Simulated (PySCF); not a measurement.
CH3, SMILES [CH3+], charge +1. Atoms are numbered in the order given.

```xyz
4

C      0.0000     0.0000     0.0000
H      1.0934     0.0000     0.0000
H     -0.5467     0.9469     0.0000
H     -0.5467    -0.9469     0.0000
```
Charge +1, spin multiplicity 1.

Geometry: ωB97X-D3(BJ)/def2-TZVPD.

Calculation: B3LYP/pcJ-2 run with PySCF.

Isotropic couplings with Fermi-contact, spin-dipole and both spin-orbit terms, one fixed conformer, no vibrational averaging. Isotopes: 13C, 1H.

Problem. Estimate the spin–spin coupling constants. (An estimate is asked for; the answer gives what the named calculation found.)

Solution. 
```json
[
 {"pair": "C1–H2", "bonds apart": "1", "J (Hz)": "188.5"},
 {"pair": "C1–H3", "bonds apart": "1", "J (Hz)": "188.5"},
 {"pair": "C1–H4", "bonds apart": "1", "J (Hz)": "188.5"},
 {"pair": "H2–H3", "bonds apart": "2", "J (Hz)": "3.8"},
 {"pair": "H2–H4", "bonds apart": "2", "J (Hz)": "3.8"},
 {"pair": "H3–H4", "bonds apart": "2", "J (Hz)": "3.8"}
]
```
